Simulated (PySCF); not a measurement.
# Dipole response of Co+ (cobalt, charge +1)

[Ar] 3d8, high-spin 3F determinant. Calculation: PySCF 2.14, in x2c-QZVPPall with one added diffuse shell each of s, p, d, f, g type (12s8p6d5f3g, 128 functions); the spin-free X2C one-electron Hamiltonian (Gaussian nucleus). Coupled (time-dependent) response in atomic units; α is the mean over directions.

| method | mean α (bohr³) | C₆ (like pair) | S(−4) |
| --- | --- | --- | --- |
| UHF | 6.870 | 23.29 | 37.67 |
| PBE | 10.71 | 38.38 | 124.1 |

S(−4) is the Cauchy moment in α(ω) = α(0) + S(−4) ω² + …

α(iu) at PBE:

| u (hartree) | α(iu) (bohr³) |
| --- | --- |
| 0 | 10.71 |
| 0.0500 | 10.41 |
| 0.100 | 9.664 |
| 0.200 | 7.830 |
| 0.300 | 6.350 |
| 0.500 | 4.531 |
| 0.750 | 3.302 |
| 1.00 | 2.563 |
| 1.50 | 1.719 |
| 2.00 | 1.255 |
| 3.00 | 0.7662 |
| 5.00 | 0.3760 |

A single London oscillator, α(iu) = α/(1 + u²/ω²), gives C₆ = (3/4) ω α². Matching the computed C₆ needs ω = 4 × 38.38 / (3 × 10.71²) = 0.446 hartree.

For an ion, C₆ is the dispersion term alone; charge-induced terms of lower order in 1/R come first.
